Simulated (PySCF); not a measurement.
A structure optimised at B3LYP-D3(BJ)/def2-TZVPD, used in a PySCF frequency run:

```xyz
4

C     -0.6543     0.0557     0.0000
F      0.6848    -0.0096     0.0000
H     -1.1189    -0.1240     0.9585
H     -1.1189    -0.1240    -0.9585
```
Charge 0, spin multiplicity 2.

Q: Write its SMILES, formula and point group.

A: [CH2]F, CH₂F, Cs

Q: What are its rotational constants (standard atomic weights)?

A: 263.96, 30.836, 27.801 GHz
